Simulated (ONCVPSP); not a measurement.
cadmium: excitation energies, all-electron against ONCV

- Element: Cd (Z = 48)
- Generator: ONCVPSP 4.0.1
- Type: optimised norm-conserving Vanderbilt (ONCV)
- Functional: LDA (Perdew-Wang 92)
- Relativity: non-relativistic
- Frozen core: [Kr]
- Valence charge: 12
- Reference configuration: 4d10 5s2
- Partial waves: 5s: rc 2.60 bohr, ncon 3, nbas 6, qcut 2.7 1/bohr, 1 projector; p scattering state at 0.11 Ha: rc 2.70 bohr, ncon 4, nbas 8, qcut 2.8 1/bohr, 1 projector; 4d: rc 1.75 bohr, ncon 4, nbas 9, qcut 9.3 1/bohr, 2 projectors, debl 3.7 Ha; f scattering state at 0.39 Ha: rc 2.00 bohr, ncon 4, nbas 7, qcut 5.9 1/bohr, 2 projectors, debl 2.6 Ha
- Local potential: polynomial inside 1.60 bohr (lpopt 5, dvloc0 0 Ha)
- Core correction: polynomial model core, fcfact 0.6

In the p channel the program set the typed energies aside and used 0.050 Ha.

Energies are relative to the spin-unpolarised reference configuration 4d10 5s2; without spin polarisation the order of configurations can differ from experiment. Not all tests gave a result: 1 of 4 tests not solved or not reliable.

| valence configuration | charge | ΔE all-electron (eV) | error AE − PS (meV) |
| --- | --- | --- | --- |
| 4d10 5s1 | +1 | 9.067 | -4.4 |
| 4d10 5s0 | +2 | 25.693 | -40 |
| 4d10 5s0 5p2 | 0 | 8.773 | -11 |

Note: ghosts flagged at negative energy: s at -45.2 eV (a further GHOST(-) flag falls on a real empty level of the atom); GHOST(+) flagged for p at 14.7 eV. A true bound ghost makes a file unfit for plane-wave use.
